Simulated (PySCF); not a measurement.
CrO2Cl2, SMILES [O]=[Cr](=[O])([Cl])[Cl], multiplicity 1.

Coordinates come from a PBE-D3(BJ)/def2-SVP optimisation. The spin state was assumed, not searched. The isomer is the one that the SMILES or the coordinates give; other isomers of the formula were not compared.

Two levels are set side by side: PBE/def2-TZVP (PySCF) and HF/def2-TZVP (PySCF). Same geometry, gas phase. Differences are taken from unrounded values.

| quantity | HF | PBE | PBE minus HF |
|---|---|---|---|
| orbital gap (eV) | 11.70 | 2.51 | -9.19 |
| highest occupied level (eV) | -13.02 | -8.33 | 4.69 |
| lowest empty level (eV) | -1.33 | -5.82 | -4.50 |
| dipole moment (D) | 0.68 | 0.77 | 0.10 |
| mean polarisability (bohr³) | 62.0 | 65.6 | 3.6 |

Without exact exchange PBE keeps part of each electron's self-repulsion, which lifts occupied levels and narrows the gap. PBE's more diffuse valence density responds more strongly to a field. Differences between two approximate levels are no errors against the true value.

Rough cost on one machine, each run with all the roots and properties that it gave: HF against PBE about 1/2.
